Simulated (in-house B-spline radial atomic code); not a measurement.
Ionisation energies along the 49-electron series, configuration [Kr] 4d10 5s2 5p1, as differences of self-consistent energies. NIST's values go from ground level to ground level; the uncertainty of those that are theory runs from under 0.1 % in few-electron ions to several per cent in heavy many-electron ones. Computed with an all-electron radial atomic-structure program (B-spline basis): non-relativistic Hartree-Fock, average of the configuration, point nuclei.

This level leaves out relativity, spin-orbit splitting included, which matters for heavy ions.

```
  ion  configuration after  ionisation energy (eV)  IE/(q+1)² (eV)  -ε less Coulomb ΔSCF (eV)  tabulated value (eV)  computed minus tabulated (eV)
   In        [Kr] 4d10 5s2                    5.19          5.1909                    0.17741              5.786356                          -0.60
  Sn+        [Kr] 4d10 5s2                       ?               ?                          ?                     ?                              ?
 Sb2+        [Kr] 4d10 5s2                   23.92          2.6578                    0.18156               25.3235                          -1.40
 Te3+        [Kr] 4d10 5s2                   35.81          2.2381                    0.18059               37.4155                          -1.61
  I4+        [Kr] 4d10 5s2                   49.16          1.9664                    0.18057                 51.52                          -2.36
 Xe5+        [Kr] 4d10 5s2                       ?               ?                          ?                     ?                              ?
 Cs6+        [Kr] 4d10 5s2                   79.94          1.6315                    0.18239                  82.9                          -2.96
 Ba7+        [Kr] 4d10 5s2                   97.28            1.52                    0.18384                   101                          -3.72
 La8+        [Kr] 4d10 5s2                  115.87          1.4305                    0.18548                   119                          -3.13
 Ce9+        [Kr] 4d10 5s2                       ?               ?                          ?                     ?                              ?
Pr10+        [Kr] 4d10 5s2                  156.73          1.2952                    0.18905                   162                          -5.27
```

Question: Fill in the row of Sn+.

Answer: ionisation energy (eV): 13.63; IE/(q+1)² (eV): 3.4068; -ε less Coulomb ΔSCF (eV): 0.18305; tabulated value (eV): 14.63307; computed minus tabulated (eV): -1.01.

Question: Fill in the row of Xe5+.

Answer: ionisation energy (eV): 63.89; IE/(q+1)² (eV): 1.7747; -ε less Coulomb ΔSCF (eV): 0.18125; tabulated value (eV): 66.703; computed minus tabulated (eV): -2.81.

Question: Fill in the row of Ce9+.

Answer: ionisation energy (eV): 135.69; IE/(q+1)² (eV): 1.3569; -ε less Coulomb ΔSCF (eV): 0.18723; tabulated value (eV): 140; computed minus tabulated (eV): -4.31.

Question: How far is this level of theory from the measured and semi-empirical values?

Answer: Over those 6 rows the differences run from -2.81 to -0.595 eV (mean absolute value 1.6 eV). The calculation leaves out relativity, correlation and, in open shells, the multiplet splittings that an average leaves out.
